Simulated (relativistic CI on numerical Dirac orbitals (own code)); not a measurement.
**Ti⁷⁺: calculation against measurement**

Calculated at this level of theory: Dirac-Coulomb-Breit CI, orbitals from a KLI potential per configuration, QED by a radiative potential, unscaled Slater integrals (own radial code, finite nucleus).

CI space (outside the closed core [Ne]): 3s²3p³, 3s3p⁴, 3s²3p²3d, 3p⁵, 3s3p³3d, 3p⁴3d, 3s3p²3d², 3s²3p²4s, 3s²3p²4p, 3s²3p3d4p, 3p⁴4s, 3s²3p²4d, 3p⁴4p, 3s²3p3d², 3s²3d³, 3s3p3d³, 3s²3d²4s, 3s²3d²4p, 3s²3d²4d, 3p³3d², 3p²3d³, 3p²3d²4s, 3p²3d²4p, 3p²3d²4d, 3s²3p3d4s, 3s3p3d²4s, 3s²3d4s², 3s²3d4s4p, 3s²3d4s4d. Double excitations out of closed p, d and f shells are left out; levels of such configurations are missing from the list, as are those of other unlisted configurations, and high levels can miss mixing partners.

| Configuration | Term (tabulated) | J | Measured (cm⁻¹) | Computed | Error | Purity (%) |
| --- | --- | --- | --- | --- | --- | --- |
| 3s²3p³ | 4S° | 3/2 | 0.0 | 0 | 0 | 96 |
| 3s3p⁴ | 4P | 5/2 | 194474.6 | 193928 | -546 | 87 |
| 3s3p⁴ | 4P | 3/2 | 198097.9 | 197498 | -600 | 87 |
| 3s3p⁴ | 4P | 1/2 | 199953.6 | 199347 | -607 | 87 |
| 3s²3p²3d | 4P | 5/2 | 371012.0 | 380414 | 9402 | 84 |
| 3s²3p²3d | 4P | 3/2 | 372887.0 | 382334 | 9447 | 84 |
| 3s²3p²3d | 4P | 1/2 | 373971.0 | 383415 | 9444 | 84 |
| 3s²3p²4s | 4P | 1/2 | 660135.0 | 675895 | 15760 | 95 |
| 3s²3p²4s | 4P | 3/2 | 662835.0 | 678720 | 15885 | 97 |
| 3s²3p²4s | 4P | 5/2 | 666493.0 | 682404 | 15911 | 97 |

Measured levels from Corliss and Sugar, J. Phys. Chem. Ref. Data 8, 1 (1979); pairs were made by configuration, J and term (by order where the table uses no LS term), so strongly mixed levels may be paired wrongly.

Mean error by configuration (cm⁻¹): 3s3p⁴ -584; 3s²3p²3d 9431; 3s²3p²4s 15852. Over the excited levels the mean absolute error is 8622 cm⁻¹ (9 of the 9 excited levels that our extract of the source holds in range could be paired), and the median relative error of those above 1,000 cm⁻¹ is 2.4 %. Some levels of the ground configuration have no partner.
